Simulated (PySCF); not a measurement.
Gas-phase reaction: Ga(CH3)3.NH3 + C2H3 (vinyl) → Ga(CH3)3 + 2 CH3 + N

Computed with PySCF and rigid-rotor harmonic-oscillator thermochemistry at 1 bar. † marks an energy on the PBE0/def2-TZVP geometry and frequencies; other levels use their own. Open shells (unrestricted): C2H3 (vinyl) (multiplicity 2), CH3 (multiplicity 2), N (multiplicity 4); the rest are closed-shell singlets. B3LYP is the form with VWN-RPA correlation. Ga: all electrons, no relativistic terms. Adducts (Ga(CH3)3.NH3) have no counterpoise correction, and HF, PBE, BLYP, B3LYP and PBE0 lack dispersion. Methyl groups turn as free rotors in Ga(CH3)3. The harmonic model lacks anharmonicity and excited electronic states, which grow with temperature; levels with a mode under 35 cm⁻¹ are left out. Soft modes under 120 cm⁻¹ make the harmonic entropy rough for Ga(CH3)3.NH3.

ΔH° and ΔS° at 298 K: B3LYP/def2-TZVP† 554 kJ, 241 J/K; BLYP/def2-TZVP† 569 kJ, 241 J/K; M06-2X/def2-TZVP† 584 kJ, 241 J/K; PBE/def2-SVP 628 kJ, 243 J/K; PBE/def2-TZVP† 608 kJ, 241 J/K.

Problem. With the heat capacities included, give log10 K (1 bar) at 800, 1000, 1400, 1600, 1800 K from B3LYP/def2-TZVP†, BLYP/def2-TZVP†, M06-2X/def2-TZVP†, PBE/def2-SVP, PBE/def2-TZVP†.

Solution. 
| T (K) | B3LYP/def2-TZVP† | BLYP/def2-TZVP† | M06-2X/def2-TZVP† | PBE/def2-SVP | PBE/def2-TZVP† |
|---|---|---|---|---|---|
| 800 | -23.7 | -24.7 | -25.7 | -28.5 | -27.3 |
| 1000 | -16.6 | -17.4 | -18.2 | -20.4 | -19.4 |
| 1400 | -8.6 | -9.1 | -9.7 | -11.3 | -10.6 |
| 1600 | -6.1 | -6.6 | -7.1 | -8.4 | -7.9 |
| 1800 | -4.2 | -4.6 | -5.0 | -6.3 | -5.8 |
